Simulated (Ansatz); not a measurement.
`[NH2][GeH2][CH2][SiH3]`. Charge 0, multiplicity 1. Correlated methods include outer-core shells of Ge, which these sets cover unevenly. Scalar relativity is left out up to krypton.

```tsv
atom	x (Å)	y (Å)	z (Å)
N1	-1.2084	1.2800	-0.7997
Ge2	0.1778	1.3228	0.4171
C3	0.5380	-0.5286	0.9213
Si4	0.3464	-1.7264	-0.5062
H5	-2.1044	1.0211	-0.4097
H6	-1.3275	2.1348	-1.3253
H7	1.3730	1.9349	-0.3346
H8	-0.1214	2.1751	1.6765
H9	-0.1322	-0.8178	1.7358
H10	1.5576	-0.5837	1.3136
H11	1.0732	-1.2360	-1.7067
H12	0.9135	-3.0541	-0.1351
H13	-1.0856	-1.9220	-0.8470
```

Task: Give the diagnostics of a CCSD(T)/def2-TZVPP run (frozen core, the Gaussian-basis code of Ansatz). (Best estimate.)

Result: Ansatz gave: T1 = 0.0107, largest single amplitude 0.010, largest double 0.016, (T) share of the correlation energy 3.5 %, 9 CCSD cycles. The RHF solution is stable towards an unrestricted one. T1 lies under the customary mark of 0.02 for closed shells.
